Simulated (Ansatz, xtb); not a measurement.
# Relative energy of two isomers of CH4FGeNSi

Structure I is `N#[C][GeH2][SiH2]F`, a singlet and structure II is `N#C[Si@@H](F)[GeH3]`, a singlet. Both are isolated molecules in the gas phase, relaxed with PBE0-D3(BJ)/def2-SVP; the shapes shown needn't be the lowest conformers.

I (Å):

```json
{"atom": "C", "x (Å)": "0.8198", "y (Å)": "-2.7559", "z (Å)": "-0.0707"}
{"atom": "F", "x (Å)": "-2.3045", "y (Å)": "-0.5957", "z (Å)": "1.1211"}
{"atom": "Ge", "x (Å)": "0.8069", "y (Å)": "-0.8442", "z (Å)": "0.1708"}
{"atom": "N", "x (Å)": "0.7881", "y (Å)": "-3.9038", "z (Å)": "-0.2324"}
{"atom": "Si", "x (Å)": "-1.4323", "y (Å)": "-0.0978", "z (Å)": "-0.1587"}
{"atom": "H", "x (Å)": "1.7779", "y (Å)": "-0.2784", "z (Å)": "-0.8754"}
{"atom": "H", "x (Å)": "1.3296", "y (Å)": "-0.5829", "z (Å)": "1.5884"}
{"atom": "H", "x (Å)": "-2.0033", "y (Å)": "-0.6886", "z (Å)": "-1.3991"}
{"atom": "H", "x (Å)": "-1.4699", "y (Å)": "1.3908", "z (Å)": "-0.2101"}
```

II (Å):

| atom | x (Å) | y (Å) | z (Å) |
| --- | --- | --- | --- |
| C | -3.2244 | 0.4354 | 0.7908 |
| F | -2.5386 | 1.6188 | -1.6523 |
| Ge | -0.0591 | 1.7886 | 0.5260 |
| N | -4.0099 | 0.2896 | 1.6318 |
| Si | -1.8999 | 0.6835 | -0.4887 |
| H | -1.6007 | -0.6527 | -1.0647 |
| H | 0.4844 | 0.8989 | 1.6551 |
| H | 1.0372 | 2.0190 | -0.5258 |
| H | -0.5316 | 3.1330 | 1.0965 |

Which of the two would you expect CCSD(T)/def2-SVP + ΔMP2/def2-TZVPP electronic energies to favour?

Structure II; the calculation gives E(II) − E(I) = −13.9 kJ/mol.

The same difference at several levels:

```csv
level,geometry,E(II) − E(I) (kJ/mol),departure from the last row (kJ/mol),"job, with rough time for the two"
PBE0-D3(BJ)/def2-SVP,PBE0-D3(BJ)/def2-SVP,−19.8,−5.9,"optimisation, 93 s"
HF/def2-SVP,PBE0-D3(BJ)/def2-SVP,−14.3,−0.4,part of the CCSD(T) run
MP2/def2-SVP,PBE0-D3(BJ)/def2-SVP,−17.8,−3.8,part of the CCSD(T) run
CCSD(T)/def2-SVP,PBE0-D3(BJ)/def2-SVP,−17.4,−3.5,single point
CCSD(T)/def2-SVP + ΔMP2/def2-TZVPP,PBE0-D3(BJ)/def2-SVP,−13.9,,"single point, 43 s"
```

As drawn, II has 1 C–Si, 1 Ge–H in place of 1 C–Ge, 1 Si–H.

The levels shown agree on the order. The largest departure from CCSD(T)/def2-SVP + ΔMP2/def2-TZVPP is that of PBE0-D3(BJ)/def2-SVP, 5.9 kJ/mol. A small imaginary or near-zero mode remains, so no thermal terms are given. Levels run at GFN2-xTB geometries aren't shown. The last row adds to CCSD(T) the change of the MP2 difference between the two basis sets, here +3.5 kJ/mol.

The correlated steps freeze 17 core orbitals; the filled d shell of Ge is correlated, in a basis made for valence electrons. Codes used: Ansatz 0.2.0, xtb 6.7.1; the last row on 2 threads of Arm Neoverse V1 on a shared host.
